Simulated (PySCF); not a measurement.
C₂H₂F (SMILES C=[C]F), doublet, at a GFN2-xTB geometry; DF-R2SCAN/6-311G** in PySCF.

PySCF was given this input:
```python
from pyscf import gto, scf, dft

mol = gto.Mole()
mol.atom = '''
    C     0.012696    0.411719   -0.011371
    C     1.198734   -0.111003   -0.027853
    F    -1.191043   -0.126046    0.034014
    H     1.379855   -1.185187   -0.003696
    H     2.070948    0.515299   -0.067086
'''
mol.basis = '6-311g**'
mol.charge = 0
mol.spin = 1
mol.verbose = 4
mol.build()

mf = dft.UKS(mol)
mf.xc = 'r2scan'
mf = mf.density_fit(auxbasis='def2-universal-jkfit')
mf.kernel()
```

Output, abridged:

```
PySCF version 2.14.0

[INPUT] verbose = 4
[INPUT] num. atoms = 5
[INPUT] num. electrons = 23
[INPUT] charge = 0
[INPUT] spin (= nelec alpha-beta = 2S) = 1
[INPUT] symmetry False subgroup None
[INPUT] Mole.unit = angstrom
[INPUT] Symbol           X                Y                Z      unit          X                Y                Z       unit  Magmom
[INPUT]  1 C      0.012696000000   0.411719000000  -0.011371000000 AA    0.023991962877   0.778036150280  -0.021488075762 Bohr   0.0
[INPUT]  2 C      1.198734000000  -0.111003000000  -0.027853000000 AA    2.265278956204  -0.209765269005  -0.052634541748 Bohr   0.0
[INPUT]  3 F     -1.191043000000  -0.126046000000   0.034014000000 AA   -2.250745072580  -0.238192419097   0.064277144401 Bohr   0.0
[INPUT]  4 H      1.379855000000  -1.185187000000  -0.003696000000 AA    2.607548041612  -2.239678836395  -0.006984427756 Bohr   0.0
[INPUT]  5 H      2.070948000000   0.515299000000  -0.067086000000 AA    3.913524538216   0.973773982262  -0.126774166793 Bohr   0.0

nuclear repulsion = 60.663639221753
number of shells = 32
number of NR pGTOs = 109
number of NR cGTOs = 66
basis = 6-311g**
ecp = {}

******** <class 'pyscf.df.df_jk.DFUKS'> ********
method = DFUKS
initial guess = minao
damping factor = 0
level_shift factor = 0
DIIS = <class 'pyscf.scf.diis.CDIIS'>
diis_start_cycle = 1
diis_space = 8
diis_damp = 0
SCF conv_tol = 1e-09
SCF conv_tol_grad = None
SCF max_cycles = 50
direct_scf = False
number electrons alpha = 12  beta = 11
XC library pyscf.dft.libxc version 7.1.2
    S. Lehtola, C. Steigemann, M. J. T. Oliveira, and M. A. L. Marques,  SoftwareX 7, 1–5 (2018)
XC functionals = r2scan
    J. W. Furness, A. D. Kaplan, J. Ning, J. P. Perdew, and J. Sun,  J. Phys. Chem. Lett. 11, 8208–8215 (2020)
    J. W. Furness, A. D. Kaplan, J. Ning, J. P. Perdew, and J. Sun,  J. Phys. Chem. Lett. 11, 9248–9248 (2020)
    J. W. Furness, A. D. Kaplan, J. Ning, J. P. Perdew, and J. Sun,  J. Phys. Chem. Lett. 11, 8208–8215 (2020)
    J. W. Furness, A. D. Kaplan, J. Ning, J. P. Perdew, and J. Sun,  J. Phys. Chem. Lett. 11, 9248–9248 (2020)
radial grids:
    Treutler-Ahlrichs [JCP 102, 346 (1995); DOI:10.1063/1.469408] (M4) radial grids

becke partition: Becke, JCP 88, 2547 (1988); DOI:10.1063/1.454033
pruning grids: <function nwchem_prune>
grids dens level: 3
symmetrized grids: False
atomic radii adjust function: <function treutler_atomic_radii_adjust>
small_rho_cutoff = 0
Set gradient conv threshold to 3.16228e-05
tot grids = 62120
init E= -177.366520728561

cycle= 1 E= -177.052024517587  delta_E= 0.314  |g|= 0.34  |ddm|= 1.36
cycle= 2 E= -176.965799967755  delta_E= 0.0862  |g|= 0.541  |ddm|= 0.505
cycle= 3 E= -177.094421611458  delta_E= -0.129  |g|= 0.0983  |ddm|= 0.363
cycle= 4 E= -177.099897646766  delta_E= -0.00548  |g|= 0.0303  |ddm|= 0.103
cycle= 5 E= -177.100189493471  delta_E= -0.000292  |g|= 0.019  |ddm|= 0.0308
cycle= 6 E= -177.100358847774  delta_E= -0.000169  |g|= 0.00468  |ddm|= 0.0139
cycle= 7 E= -177.100391416435  delta_E= -3.26e-05  |g|= 0.00191  |ddm|= 0.00731
cycle= 8 E= -177.100407174  delta_E= -1.58e-05  |g|= 0.000681  |ddm|= 0.00774
cycle= 9 E= -177.1004088041  delta_E= -1.63e-06  |g|= 0.000189  |ddm|= 0.00284
cycle= 10 E= -177.100408860851  delta_E= -5.68e-08  |g|= 3.72e-05  |ddm|= 0.000508
cycle= 11 E= -177.100408862323  delta_E= -1.47e-09  |g|= 1.11e-05  |ddm|= 7.67e-05
cycle= 12 E= -177.100408862372  delta_E= -4.93e-11  |g|= 8.75e-06  |ddm|= 1.34e-05
Extra cycle  E= -177.100408862272  delta_E= 9.98e-11  |g|= 1.68e-05  |ddm|= 1.6e-05
converged SCF energy = -177.100408862272  <S^2> = 0.76674552  2S+1 = 2.016676
```
